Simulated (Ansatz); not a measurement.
# Molecular dynamics of Rb16Li

The input (input.yaml):

```yaml
crystal:
  lattice:
    - [11.18, 0.0, 0.0]
    - [0.0, 11.18, 0.0]
    - [0.0, 0.0, 11.18]
  atoms:
    - { symbol: Rb, position: [-0.04115763, -3.457e-05, 0.00615736] }
    - { symbol: Rb, position: [0.53949112, -9.12e-06, 0.00504002] }
    - { symbol: Rb, position: [-0.01168474, 0.49960739, 0.00974466] }
    - { symbol: Rb, position: [0.02243186, 0.00016514, 0.53138149] }
    - { symbol: Rb, position: [0.24980147, 0.22763669, 0.21866017] }
    - { symbol: Rb, position: [0.51200008, 0.49966416, 0.00979893] }
    - { symbol: Rb, position: [0.47752349, 0.00013849, 0.53079819] }
    - { symbol: Rb, position: [0.74949437, 0.24063063, 0.27524834] }
    - { symbol: Rb, position: [0.00919904, 0.50041905, 0.47472817] }
    - { symbol: Rb, position: [0.24982911, 0.7723657, 0.2191849] }
    - { symbol: Rb, position: [0.25003369, 0.29118614, 0.74386595] }
    - { symbol: Rb, position: [0.49079235, 0.50045834, 0.47495148] }
    - { symbol: Rb, position: [0.74946318, 0.75936655, 0.27505944] }
    - { symbol: Rb, position: [0.75045805, 0.26165329, 0.74023742] }
    - { symbol: Rb, position: [0.25001069, 0.71019316, 0.74478833] }
    - { symbol: Rb, position: [0.75039902, 0.73807042, 0.74019081] }
    - { symbol: Li, position: [0.24806926, 0.00160473, 0.87451334] }
basis:
  ecutwfc: 420.0
kpoints:
  mp_grid: { grid: [1, 1, 1] }
hamiltonian:
  xc: pbe
scf:
  occupations: { method: fermi_dirac, width: 0.05 }
  lower_state_search: "off"
md:
  timestep: 1.5
  n_steps: 300
  ensemble: nve
  temperature: 2400.0
  initial_velocities: maxwell_boltzmann
  seed: 458466
```

Command:

```bash
$ ansatz run input.yaml --threads 2 --pin off --max-ram 5120MiB --backend cpu --events-out ev --progress --plain --runs-dir out
```

It starts from a relaxed structure.

Output, in part (step lines):

```
md step     0: t =     0.00 fs  T =  2400.0 K  F+E_penalty+E_count = -52480.77828986 eV  E_kin = 4.963584 eV  conserved = -52475.81470590 eV  (10 SCF iters)
md step     1: t =     1.50 fs  T =  2399.4 K  F+E_penalty+E_count = -52480.77695310 eV  E_kin = 4.962250 eV  conserved = -52475.81470310 eV  (7 SCF iters)
md step     2: t =     3.00 fs  T =  2397.9 K  F+E_penalty+E_count = -52480.77395712 eV  E_kin = 4.959257 eV  conserved = -52475.81469983 eV  (7 SCF iters)
md step     3: t =     4.50 fs  T =  2395.7 K  F+E_penalty+E_count = -52480.76934463 eV  E_kin = 4.954649 eV  conserved = -52475.81469594 eV  (7 SCF iters)
md step     4: t =     6.00 fs  T =  2392.7 K  F+E_penalty+E_count = -52480.76316507 eV  E_kin = 4.948474 eV  conserved = -52475.81469152 eV  (7 SCF iters)
md step     5: t =     7.50 fs  T =  2389.0 K  F+E_penalty+E_count = -52480.75547389 eV  E_kin = 4.940787 eV  conserved = -52475.81468677 eV  (3 SCF iters)
md step     6: t =     9.00 fs  T =  2384.6 K  F+E_penalty+E_count = -52480.74633186 eV  E_kin = 4.931650 eV  conserved = -52475.81468207 eV  (3 SCF iters)
md step     7: t =    10.50 fs  T =  2379.5 K  F+E_penalty+E_count = -52480.73580422 eV  E_kin = 4.921127 eV  conserved = -52475.81467728 eV  (3 SCF iters)
[... lines left out ...]
md step   299: t =   448.50 fs  T =   978.1 K  F+E_penalty+E_count = -52477.83741857 eV  E_kin = 2.022834 eV  conserved = -52475.81458495 eV  (2 SCF iters)
md step   300: t =   450.00 fs  T =   971.3 K  F+E_penalty+E_count = -52477.82343896 eV  E_kin = 2.008855 eV  conserved = -52475.81458410 eV  (7 SCF iters)
```

The steps, from the saved trajectory:

```tsv
time (fs)	T (K)	potential energy less start (eV)	conserved less start (meV/atom)
0.0	2400	0.000	0.00
15.0	2361	0.082	0.00
30.0	2268	0.273	0.01
45.0	2154	0.509	0.01
60.0	2032	0.761	0.01
75.0	1898	1.038	0.01
90.0	1746	1.353	0.01
105.0	1581	1.694	0.01
120.0	1416	2.035	0.01
135.0	1265	2.348	0.01
150.0	1142	2.602	0.01
165.0	1059	2.773	0.01
180.0	1019	2.856	0.01
195.0	1012	2.871	0.01
210.0	1019	2.856	0.01
225.0	1033	2.828	0.01
240.0	1057	2.777	0.01
255.0	1099	2.691	0.01
270.0	1152	2.581	0.01
285.0	1202	2.479	0.01
300.0	1234	2.411	0.01
315.0	1252	2.375	0.01
330.0	1265	2.348	0.01
345.0	1284	2.309	0.01
360.0	1303	2.268	0.01
375.0	1303	2.270	0.00
390.0	1266	2.345	0.00
405.0	1197	2.488	0.01
420.0	1116	2.655	0.01
435.0	1041	2.811	0.01
450.0	971	2.955	0.01
```

All steps were run. The conserved energy stayed within 0.01 meV per atom of its start (net change 0.0072 meV per atom), so the integration is sound. The temperature averaged 0.49 of the 2400 K drawn at the start: a run that starts near a minimum puts about half its kinetic energy into the potential. A run of 0.45 ps of so small a system gives no equilibrium averages. Limits of this set-up: coarse k mesh.

Mean squared displacements from the first frame to the last, about the centre of mass: Rb 4.05 Å², Li 9.13 Å².

Last frame:

```xyz
17
Lattice="11.1800 0.0000 0.0000 0.0000 11.1800 0.0000 0.0000 0.0000 11.1800" Properties=species:S:1:pos:R:3
Rb 0.826 -2.678 -0.093
Rb 4.048 1.321 -0.345
Rb 0.946 3.156 0.538
Rb -0.830 -1.317 5.969
Rb 1.902 0.918 4.359
Rb 4.737 6.485 0.246
Rb 6.088 1.704 5.451
Rb 7.053 2.498 1.439
Rb -0.040 4.974 5.533
Rb 3.274 7.801 3.519
Rb 3.874 5.124 7.809
Rb 7.605 6.226 5.161
Rb 7.570 8.932 1.347
Rb 9.483 3.552 9.081
Rb 2.862 9.696 8.004
Rb 7.829 8.596 9.204
Li 0.713 1.351 8.014
```

Run time: 14 min on 2 threads of Arm Neoverse V1 (shared host), peak memory 0.92 GiB.
